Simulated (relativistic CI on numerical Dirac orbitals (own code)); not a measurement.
Electric-dipole lines of Cr I

Method of calculation: Dirac-Coulomb-Breit CI, orbitals from a KLI potential per configuration, a model potential for QED, valence Slater integrals scaled by 0.85, configuration energies shifted to the measured levels that pair with them (semi-empirical) (own radial code, finite nucleus).

Configuration list (outside the closed core [Ar]): 3d5.4s, 3d4.4s2, 3d5.4p, 3d4.4s.4p, 3d5.4d, 3d5.4f, 3d6, 3d3.4s2.4p, 3d3.4s.4p2, 3d4.4s.5s, 3d5.5s, 3d4.4p2, 3d5.5p, 3d4.4s.5p, 3d4.4s.4d, 3d4.4s.6s, 3d4.4s.5d, 3d4.4s.6p, 3d5.6s, 3d4.4s.5g, 3d4.4s.4f, 3d4.4s.5f, 3d5.5d, 3d4.4s.6d, 3d5.6p, 3d3.4s.5s.5p, 3d4.4s.6f, 3d5.6d, 3d3.4s2.4f, 3d3.4s2.5s. Levels of other configurations are missing.

```csv
λ vac (Å),Lower,Upper,A (s⁻¹),gf,Branching (%)
3578.7,3d5.4s 7S_3 [1],3d4.4s.4p 7P°_4 [53],1.38e+08,2.39e+00,100.0
3593.2,3d5.4s 7S_3 [1],3d4.4s.4p 7P°_3 [52],1.39e+08,1.88e+00,99.9
3604.6,3d5.4s 7S_3 [1],3d4.4s.4p 7P°_2 [51],1.39e+08,1.35e+00,99.9
4340.3,3d5.4s 7S_3 [1],3d5.4p 7P°_4 [15],4.79e+07,1.22e+00,100.0
4356.8,3d5.4s 7S_3 [1],3d5.4p 7P°_3 [14],4.63e+07,9.22e-01,100.0
4369.1,3d5.4s 7S_3 [1],3d5.4p 7P°_2 [13],4.51e+07,6.45e-01,100.0
5123.4,3d4.4s2 5D_0 [2],3d4.4s.4p 7D°_1 [46],6.06e+05,7.15e-03,3.3
5138.8,3d4.4s2 5D_1 [3],3d4.4s.4p 7D°_1 [46],1.33e+06,1.57e-02,7.3
5142.5,3d4.4s2 5D_0 [2],3d5.4p 5P°_1 [43],1.90e+06,2.26e-02,3.7
5151.7,3d4.4s2 5D_1 [3],3d5.4p 5P°_2 [44],1.05e+06,2.09e-02,1.6
5158.0,3d4.4s2 5D_1 [3],3d5.4p 5P°_1 [43],4.23e+06,5.07e-02,8.2
5169.1,3d4.4s2 5D_2 [4],3d4.4s.4p 7D°_1 [46],1.00e+06,1.20e-02,5.5
5176.6,3d4.4s2 5D_2 [4],3d5.4p 5P°_3 [45],3.37e+05,9.47e-03,0.5
5182.2,3d4.4s2 5D_2 [4],3d5.4p 5P°_2 [44],4.00e+06,8.05e-02,6.1
5188.6,3d4.4s2 5D_2 [4],3d5.4p 5P°_1 [43],3.19e+06,3.87e-02,6.2
5197.2,3d4.4s2 5D_3 [5],3d4.4s.4p 7D°_2 [47],2.93e+05,5.93e-03,7.8
5221.3,3d4.4s2 5D_3 [5],3d5.4p 5P°_3 [45],2.28e+06,6.52e-02,3.4
5227.0,3d4.4s2 5D_3 [5],3d5.4p 5P°_2 [44],6.12e+06,1.25e-01,9.4
5279.3,3d4.4s2 5D_4 [6],3d5.4p 5P°_3 [45],8.32e+06,2.43e-01,12.2
```

Terms are leading LS components. Brackets give the number of a level in order of energy, since labels repeat. The list gives strong lines, with weight on those to low levels, without configurations that were not tied to measured data, without lines whose two gauges differ by over a factor of 2.5, among the lowest 400 of 9932 levels, so that lines to higher ones, which can be the strongest, are missing, and without lines across small gaps between configurations, and without 201 lines that miss the measured interval by over 3.5 %, start from a term whose rates miss tabulated ones by over 60 %, have gauges far apart or, lacking measured levels, span too small a gap for the errors found; lines with a level outside our table were not tested and can miss by more. Levels whose partners in the same complex of configurations lie outside the list can be far off, and so can their lines. Rates are taken at the computed energies, electric ones in the length gauge.

Configurations whose levels could be paired with our table of measured levels were shifted onto them, all but the ground configuration, by the median error of their levels; single terms can still be off by 1,000 to 2,000 cm⁻¹ or more, and rates follow the energies as ν³ (E1, M1) or ν⁵ (E2). The others borrow a shift and can be off by several thousand cm⁻¹ or more. The fine structure of a lone outer electron comes out too small, for d and f at times inverted, and misplaced configurations move strength between like terms. 38 of the 38 excited levels that our extract of the measured tables holds in this range could be paired (the sources list more); they are missed by 694 cm⁻¹ on average and 3179 at most, after the shifts were fitted to these levels, and levels without a partner can miss by more.

LS names give the leading component of a level, which can be under half, so a name can repeat, a term be missing and a line seem to break the LS rules.
